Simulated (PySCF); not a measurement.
Identify the unknown among the candidates.

All candidates are C4H6FNSi.

| technique | computed result |
| --- | --- |
| UV, first state | lowest singlet excitation: 6.99 eV (177 nm, f = 0.425) [TDDFT wB97X-D/def2-SVPD] |
| Dipole | 2.24 D [wB97X-D/def2-SVPD] |
| Rotational structure | rotational constants A, B, C: 3.867, 1.166, 0.910 GHz [GFN2-xTB] |
| NMR, other nuclei | isotropic shieldings of nuclei other than C and H, by class: -41 (1 N), 250 (1 F), 437 (1 Si) ppm [GIAO PBE0/pcSseg-1] |
| Triplet | lowest triplet excitation (Tamm–Dancoff): 4.42 eV [TDA wB97X-D/def2-SVPD] |
| 1H NMR | chemical shifts (computed TMS as zero) by class: 5.68 (1 H), 4.28 (3 H), 3.26 (2 H) ppm [GIAO PBE0/pcSseg-1] |
| Polarisability | 78.1 au [wB97X-D/def2-SVPD] |
| 13C NMR | chemical shifts (computed TMS as zero) by class: 173.2 (1 C), 119.5 (1 C), 101.9 (1 C), 24.1 (1 C) ppm [GIAO PBE0/pcSseg-1] |

Gas-phase values; electronic properties from PySCF, density fitting. Levels stand in brackets. The structure is a single GFN2-xTB conformer in the gas phase; no vibrational or solvent corrections. GFN2-xTB frequencies show an imaginary mode (22i cm⁻¹), so this geometry is no minimum at that level. NMR classes are plain means over equivalent atoms (diastereotopic ones count apart unless rotation or inversion swaps them), as if these changed places fast.

Question: Which candidate is it?
A. `N#C[SiH2]/C=C/CF`
B. `N#CC/C(F)=C/[SiH3]`
C. `N#CC1(F)C[SiH2]C1`

Answer: B. It is `N#CC/C(F)=C/[SiH3]`. Numbering: `[N:1]#[C:2][CH2:3]/[C:4]([F:5])=[CH:6]/[SiH3:7]`. Its formula, C4H6FNSi, gives 3 degrees of unsaturation: 0 rings and 3 π bonds in the structure found. 4 carbons fall into 4 classes; from least to most shielded: vinylic C–F carbon [C4] (173.2 ppm), nitrile carbon [C2] (119.5 ppm), alkene CH carbon [C6] (101.9 ppm), sp3 carbon next to a nitrile [C3] (24.1 ppm). Hydrogen classes from least to most shielded: 1 H on an alkene CH carbon, C6 (5.68 ppm), 3 H on an SiH3 silicon, Si7 (4.28 ppm), 2 H on an sp3 carbon next to a nitrile, C3 (3.26 ppm). The other shieldings belong to: -41 ppm, nitrile nitrogen [N1]; 250 ppm, vinyl fluorine [F5]; 437 ppm, SiH3 silicon [Si7]. By its constants the optimised geometry is an asymmetric top.

The others, at the same levels:
- `N#C[SiH2]/C=C/CF` fails: its computed 13C shifts are 158.0 (1 C), 122.9 (1 C), 121.5 (1 C), 87.5 (1 C) ppm, 1H shifts are 6.48 (1 H), 6.48 (1 H), 5.36 (2 H), 4.69 (2 H) ppm and rotational constant A is 4.771 GHz (against 3.867 GHz).
- `N#CC1(F)C[SiH2]C1` fails: it has 3 carbon classes against 4; its computed 13C shifts are 124.9 (1 C), 85.2 (1 C), 28.0 (2 C) ppm, 1H shifts are 4.58 (1 H), 4.53 (1 H), 2.41 (2 H), 2.39 (2 H) ppm and lowest singlet excitation is 7.20 eV (172 nm, f = 0.000) (against 6.99 eV).

Each candidate is one conformer, not necessarily the lowest. Dipoles, sizes and rotational constants follow the conformer. The torsions of the flexible species, by atom-mapped SMILES:
- `[N:1]#[C:2][CH2:3]/[C:4]([F:5])=[CH:6]/[SiH3:7]`: C2–C3–C4–F5 180°
- `[N:1]#[C:2][SiH2:3]/[CH:4]=[CH:5]/[CH2:6][F:7]`: C2–Si3–C4–C5 -118°, C4–C5–C6–F7 1°
